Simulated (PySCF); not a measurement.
These 5 structures share the formula C8H14. Level of theory: PBE0-D3(BJ)/def2-SVP geometry optimisation, gas phase in PySCF 2.14.0. One conformer each; no zero-point energy, no entropy. No frequencies were run at this level. Point groups hold within 0.08 Å.

Question: Rank from lowest to highest electronic energy at this level (kJ/mol).
A. `[CH2:1]=[CH:2][CH2:3][CH:4]1[CH2:5][CH2:6][CH2:7][CH2:8]1` with C1–C2–C3–C4 -119°, C2–C3–C4–C5 -178°, C3–C4–C5–C6 -166°, C4–C5–C6–C7 28°, C5–C6–C7–C8 -4°, C6–C7–C8–C4 -21°
B. `[CH2:1]1[CH2:2][CH2:3][C:4]2([CH2:5][CH2:6]1)[CH2:7][CH2:8]2` with C6–C1–C2–C3 -55°, C1–C2–C3–C4 54°, C2–C3–C4–C5 -54°, C3–C4–C5–C6 54°
C. `[CH3:1][C:2]1=[CH:3][CH2:4][CH2:5][CH2:6][CH2:7][CH2:8]1` with C2–C3–C4–C5 -60°, C3–C4–C5–C6 74°, C4–C5–C6–C7 -63°, C5–C6–C7–C8 63° (1-methylcycloheptene)
D. `[CH:1]1=[CH:2]/[CH2:3][CH2:4][CH2:5][CH2:6][CH2:7][CH2:8]/1` with C1–C2–C3–C4 86°, C2–C3–C4–C5 -49°, C3–C4–C5–C6 80°, C4–C5–C6–C7 -112°
E. `[CH2:1]1[CH2:2][C@H:3]2[CH2:4][CH2:5][CH2:6][C@H:7]2[CH2:8]1` with C8–C1–C2–C3 -40°, C1–C2–C3–C4 -91°, C2–C3–C4–C5 140°, C3–C4–C5–C6 -40°

Answer: E (0.0), B (63.9), C (66.9), A (100.8), D (136.5).

As drawn, the highest has a C=C bond outside aromatic rings, which the lowest lacks. Neighbours under 10 kJ/mol apart (C1CCC2(CC1)CC2 and CC1=CCCCCC1) can change places with a better method, another conformer or zero-point energy.

```
              SMILES      E (Eh)  E rel (kJ/mol)  dipole (D)  point group      A, B, C (MHz)
C1C[C@H]2CCC[C@H]2C1  -312.71226             0.0        0.08           Cs   3453, 1984, 1527
      C1CCC2(CC1)CC2  -312.68791            63.9        0.19           Cs   3524, 1756, 1422
         CC1=CCCCCC1  -312.68677            66.9        0.33           C1   3096, 1732, 1234
         C=CCC1CCCC1  -312.67386           100.8        0.39           C1  4761, 1112, 970.1
       C1=C/CCCCCC/1  -312.66028           136.5        0.85           C2   2954, 1954, 1325
```
